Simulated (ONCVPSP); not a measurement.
**Configuration tests for zinc (ONCV)**

```
Element                 : Zn (Z = 30)
Generator               : ONCVPSP 4.0.1
Type                    : optimised norm-conserving Vanderbilt (ONCV)
Functional              : PBEsol
Relativity              : fully relativistic
Frozen core             : [Ne]
Valence charge          : 20
Reference configuration : 3s2 3p6 3d10 (charge +2)
Partial waves           : 3s: rc 1.20 bohr, ncon 4, nbas 9, qcut 14.7 1/bohr, 3 projectors, debl 1.6 Ha; 3p: rc 0.75 bohr, ncon 5, nbas 9, qcut 12.2 1/bohr, 2 projectors, debl 2.5 Ha; 3d: rc 1.35 bohr, ncon 3, nbas 7, qcut 9.7 1/bohr, 2 projectors, debl 3.8 Ha
Local potential         : polynomial inside 0.70 bohr (lpopt 4, dvloc0 0 Ha)
Core correction         : none
```

Open shells are filled in proportion to 2j + 1.

In the s channel the program set the typed energies aside and used -5.502, 0.250, 1.850 Ha. In the p channel the program set the typed energies aside and used -3.789, 0.250 Ha (j = l + 1/2; the other j can differ).

Energies are relative to the spin-unpolarised reference configuration 3s2 3p6 3d10; without spin polarisation the order of configurations can differ from experiment.

```csv
valence configuration,charge,ΔE all-electron (eV),error AE − PS (meV)
3s2 3p6 3d10 4s2,0,-28.250,+16
3s2 3p6 3d10 4s1,+1,-18.349,+5.3
3s2 3p6 3d9,+3,40.509,+103
3s2 3p6 3d10 4s1.5,+0.5,-24.300,+11
```
